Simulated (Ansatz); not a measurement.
C2H7GaN2. The species carries charge 0 and has multiplicity 1. The bonds changed during the relaxation, so this is another structure than the one it started from. Geometry: relaxed with PBE0-D4/def2-TZVP. It is one conformer, not always the lowest.

```xyz
12

C     1.416    0.524   -0.980
N     0.286    0.161   -0.179
C    -0.225   -1.042   -0.145
N    -1.262   -1.146    0.660
Ga   -1.113    0.801    1.152
H     1.155    1.311   -1.695
H     2.234    0.901   -0.359
H     1.792   -0.335   -1.547
H     0.180   -1.872   -0.734
H    -1.733   -2.027    0.762
H    -0.517    1.031    2.583
H    -2.213    1.694    0.482
```

(1) What is the dipole moment at r2SCAN/def2-TZVPP? (An estimate is asked.)

(2) And with PBE, B3LYP, ωB97M-V? (An estimate is asked.)

(3) Give the Mulliken charges with r2SCAN, PBE, ωB97M-V in def2-TZVPP. (Best estimate.)

## Answers

(1) The calculation gave: 2.97 D, with components (1.24, -2.12, -1.67) D in this frame, pointing from negative to positive charge.

(2) Ansatz gave: PBE 2.89 D, B3LYP 3.00 D, ωB97M-V 3.08 D.

(3) Computed: 
```csv
atom,r2SCAN,PBE,ωB97M-V
C1,-0.03,-0.17,-0.22
N2,-0.30,-0.18,-0.29
C3,0.28,0.13,0.20
N4,-0.42,-0.30,-0.36
Ga5,0.27,0.15,0.23
H6,0.06,0.10,0.12
H7,0.06,0.10,0.12
H8,0.04,0.07,0.09
H9,0.06,0.07,0.11
H10,0.15,0.15,0.11
H11,-0.09,-0.06,-0.06
H12,-0.09,-0.06,-0.06
```

B3LYP here is the variant with VWN-RPA as its local correlation; programs differ in this.
